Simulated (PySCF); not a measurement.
# Computed records: B$_{2}$ClGeH$_{3}$, AlB$_{2}$GeH$_{5}$

All values are calculated (PySCF 2.14.0). Calculation on a computer-drawn molecule: optimised geometry and harmonic frequencies of an isolated molecule of the commonest isotopes, restricted reference for singlets and unrestricted otherwise, frozen core in MP2; on germanium a core potential holds 10 electrons, which the energies leave out, and 3d is frozen in MP2 and coupled-cluster steps.

Common to all runs: charge 0; multiplicity 1; basis cc-pV(D+d)Z; basis and core potential on germanium cc-pVDZ-PP ECP10MDF.

```yaml
- entry: 1
  formula: B2ClGeH3
  start_structure:
    atoms_angstrom:
      - [B, -0.368, 1.0238, 2.1328]
      - [B, -1.6637, 1.1536, 1.2753]
      - [Ge, -1.5867, 3.0042, 0.2117]
      - [Cl, -0.6824, 2.1868, -1.5249]
      - [H, 0.5917, 0.5635, 1.7004]
      - [H, -0.3282, 1.4944, 3.218]
      - [H, -2.6368, 0.5852, 0.9903]
  given:
    method: HF
    drawn_bonds_atom: [1, 2, 3, 1, 1, 2]
    drawn_bonds_other_atom: [2, 3, 4, 5, 6, 7]
    drawn_bonds_order: [1, 1, 1, 1, 1, 1]
  results:
    optimised_atom_element: [B, B, Ge, Cl, H, H, H]
    "optimised_atom_x [angstrom]": [-0.3226, -1.591, -1.795, -0.7596, 0.6818, -0.3788, -2.508]
    "optimised_atom_y [angstrom]": [0.9985, 1.379, 3.159, 2.112, 0.4764, 1.272, 0.6143]
    "optimised_atom_z [angstrom]": [2.204, 1.191, 0.04854, -1.64, 1.804, 3.375, 1.021]
    "modes_frequency [cm^-1]": [77.67, 139.9, 157.8, 352.1, 375.2, 461.3, 520.1, 680.0, 849.4, 935.8, 1056, 1260, 2654, 2674, 2732]
    "modes_reduced_mass [dalton]": [5.553, 1.824, 3.556, 1.329, 14.14, 4.81, 1.118, 1.084, 1.574, 3.546, 1.503, 1.248, 1.061, 1.087, 1.119]
    "rotational_constants [GHz]": [4.287, 2.51, 1.69]
    "total_energy [hartree]": -803.9773
    "convergence_status_largest_gradient_component [hartree/bohr]": 3.214e-05
- entry: 2
  formula: B2ClGeH3
  start_structure:
    atoms_angstrom:
      - [B, -1.0307, -0.3419, 0.2671]
      - [B, -1.0333, -1.1805, 1.6029]
      - [Cl, -0.8872, -2.6879, 2.4517]
      - [Ge, -1.1965, -0.5331, 3.635]
      - [H, -2.0623, -0.1045, -0.2489]
      - [H, -0.0965, 0.0875, -0.2426]
      - [H, 0.4123, -0.3529, 3.6363]
  given:
    method: HF
    drawn_bonds_atom: [1, 2, 2, 1, 1, 4]
    drawn_bonds_other_atom: [2, 3, 4, 5, 6, 7]
    drawn_bonds_order: [1, 1, 1, 1, 1, 1]
  results:
    optimised_atom_element: [B, B, Cl, Ge, H, H, H]
    "optimised_atom_x [angstrom]": [-1.066, -1.031, -0.9286, -1.143, -2.108, -0.0526, 0.435]
    "optimised_atom_y [angstrom]": [-0.3912, -1.115, -2.909, -0.3022, -0.154, -0.06536, -0.1763]
    "optimised_atom_z [angstrom]": [0.2956, 1.818, 1.899, 3.772, -0.2547, -0.2604, 3.832]
    "modes_frequency [cm^-1]": [98.61, 146.6, 237.8, 270.3, 312.8, 395.2, 556.4, 737.0, 781.2, 978.8, 1028, 1270, 2001, 2669, 2740]
    "modes_reduced_mass [dalton]": [12.78, 3.571, 1.623, 1.034, 1.232, 6.469, 1.089, 5.376, 1.832, 4.005, 1.643, 1.263, 1.021, 1.056, 1.122]
    "rotational_constants [GHz]": [5.191, 1.804, 1.372]
    "total_energy [hartree]": -803.9633
    "convergence_status_largest_gradient_component [hartree/bohr]": 2.16e-05
- entry: 3
  formula: B2ClGeH3
  start_structure:
    atoms_angstrom:
      - [B, -1.0661, -0.3912, 0.2956]
      - [B, -1.0309, -1.1149, 1.8179]
      - [Cl, -0.9286, -2.9092, 1.8986]
      - [Ge, -1.1434, -0.3022, 3.7723]
      - [H, -2.1077, -0.154, -0.2547]
      - [H, -0.0526, -0.0654, -0.2604]
      - [H, 0.435, -0.1763, 3.8323]
  given:
    method: MP2
    drawn_bonds_atom: [1, 2, 2, 1, 1, 4]
    drawn_bonds_other_atom: [2, 3, 4, 5, 6, 7]
    drawn_bonds_order: [1, 1, 1, 1, 1, 1]
  results:
    optimised_atom_element: [B, B, Cl, Ge, H, H, H]
    "optimised_atom_x [angstrom]": [-1.064, -1.033, -0.8865, -1.171, -2.111, -0.05114, 0.4218]
    "optimised_atom_y [angstrom]": [-0.3769, -1.047, -2.799, -0.4018, -0.1679, -0.0002367, -0.3203]
    "optimised_atom_z [angstrom]": [0.2573, 1.785, 2.132, 3.781, -0.3091, -0.2843, 3.739]
    "modes_frequency [cm^-1]": [66.69, 118.9, 215.5, 293.7, 407.8, 415.1, 490.9, 674.1, 721.6, 979.4, 1017, 1214, 1950, 2616, 2696]
    "modes_reduced_mass [dalton]": [16.61, 3.629, 1.83, 1.038, 1.613, 2.13, 1.099, 5.364, 1.941, 1.552, 3.435, 1.386, 1.021, 1.057, 1.122]
    "rotational_constants [GHz]": [4.816, 2.099, 1.503]
    "total_energy [hartree]": -804.3318
    "convergence_status_largest_gradient_component [hartree/bohr]": 1.111e-05
- entry: 4
  formula: AlB2GeH5
  start_structure:
    atoms_angstrom:
      - [B, -1.4626, 1.0674, 1.3762]
      - [B, -2.2594, 0.517, 0.2014]
      - [Al, -2.3303, -1.5993, 0.636]
      - [Ge, -3.7894, -0.141, -0.9722]
      - [H, -0.5678, 1.8592, 1.3009]
      - [H, -1.7237, 0.7028, 2.5037]
      - [H, -1.9312, -2.7505, -0.3662]
      - [H, -2.2225, -2.0824, 2.0972]
      - [H, -4.076, -0.8582, 0.694]
  given:
    method: HF
    drawn_bonds_atom: [1, 2, 2, 1, 1, 3, 3, 4]
    drawn_bonds_other_atom: [2, 3, 4, 5, 6, 7, 8, 9]
    drawn_bonds_order: [1, 1, 1, 1, 1, 1, 1, 1]
  results:
    optimised_atom_element: [B, B, Al, Ge, H, H, H, H, H]
    "optimised_atom_x [angstrom]": [-1.597, -2.459, -1.726, -4.109, -0.6836, -1.841, -0.6974, -2.22, -5.03]
    "optimised_atom_y [angstrom]": [1.059, -0.0594, -2.065, 0.3753, 1.647, 1.301, -2.584, -3.029, 0.0705]
    "optimised_atom_z [angstrom]": [1.393, 0.5534, 0.6525, -0.5886, 0.8744, 2.546, -0.4312, 1.805, 0.6661]
    "modes_frequency [cm^-1]": [100.6, 124.0, 161.4, 187.8, 322.8, 340.4, 395.6, 489.9, 538.6, 593.9, 656.3, 723.2, 826.3, 981.6, 1004, 1251, 1980, 1982, 1992, 2648, 2719]
    "modes_reduced_mass [dalton]": [6.482, 3.441, 1.069, 1.819, 1.034, 5.855, 1.03, 1.193, 1.075, 1.348, 4.173, 1.73, 1.07, 3.053, 1.589, 1.281, 1.031, 1.048, 1.025, 1.055, 1.121]
    "rotational_constants [GHz]": [5.018, 1.637, 1.287]
    "total_energy [hartree]": -587.4898
    "convergence_status_largest_gradient_component [hartree/bohr]": 2.647e-05
```
